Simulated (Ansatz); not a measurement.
System: C6H7 (charge -1, singlet). It need not be the lowest isomer of its formula. Whether it binds its extra electron was not tested at this geometry. 
Structure (B3LYP-D3(BJ)/def2-TZVP (Ansatz, a program for electronic structure) minimum search):
```
C
C 1 1.3732
H 2 1.0844 1 121.43
H 2 1.0848 3 117.08 1 -180.00
C 1 1.4187 2 131.38 3 -180.00
H 5 1.0822 1 125.15 2 0.00
C 5 1.4232 6 125.39 1 -180.00
C 7 1.3663 5 112.81 6 -180.00
H 8 1.0804 7 127.74 5 -180.00
H 7 1.0880 8 123.92 9 0.00
C 8 1.5181 9 125.30 7 -180.00
H 11 1.0976 8 112.73 9 60.17
H 11 1.0976 12 106.28 1 -119.28
```
Charge -1, spin multiplicity 1.

Basis-set convergence of Hartree-Fock and MP2 correlation energies (hartree) with Ansatz. Cores are frozen in the correlated levels unless marked. Spin-orbit coupling is left out. Non-relativistic. This anion needs diffuse functions, which these sets lack.

```tsv
basis	functions	E(HF)	E(corr, MP2)
cc-pVDZ	119	-231.19968	-0.81795
cc-pVTZ	278	-231.26405	-0.99665
cc-pVQZ	540	[?]	[?]
```

Task: What belongs in the gaps?

Result: 
- cc-pVQZ, E(HF): -231.28151
- cc-pVQZ, E(corr, MP2): -1.05934
